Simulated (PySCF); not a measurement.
AlH5N2O.

```xyz
9

Al     0.0000     0.0000     0.0289
O      0.0000     0.0000     1.6994
H      0.0000     0.0000     2.6468
N      0.0000     1.5348    -0.8600
H      0.0000     2.4488    -0.4199
H      0.0000     1.6363    -1.8692
N      0.0000    -1.5348    -0.8600
H      0.0000    -1.6363    -1.8692
H      0.0000    -2.4488    -0.4199
```

The structure is a stationary point at B3LYP-D3(BJ)/def2-SVP. The geometry has at least one imaginary mode, so it is a saddle point at that level. The values are those of a single conformer.

Level of theory: KT2/pcSseg-1 in PySCF. Non-relativistic, no solvent.

Give the absolute GIAO shielding of each atom: isotropic value and principal components (ppm). (Estimate from the structure and the level; the computed values follow.)


| atom | σ(iso) | σ11 | σ22 | σ33 | span |
|---|---|---|---|---|---|
| Al1 | 464.7 | 418.7 | 456.3 | 519.1 | 100.4 |
| O2 | 346.9 | 323.7 | 334.8 | 382.2 | 58.5 |
| H3 | 29.7 | 21.3 | 21.7 | 46.1 | 24.8 |
| N4 | 268.5 | 228.8 | 283.0 | 293.7 | 64.9 |
| H5 | 31.6 | 24.3 | 27.2 | 43.2 | 19.0 |
| H6 | 31.6 | 24.4 | 28.0 | 42.5 | 18.1 |
| N7 | 268.5 | 228.8 | 283.0 | 293.7 | 64.9 |
| H8 | 31.6 | 24.4 | 28.0 | 42.5 | 18.1 |
| H9 | 31.6 | 24.3 | 27.2 | 43.2 | 19.0 |
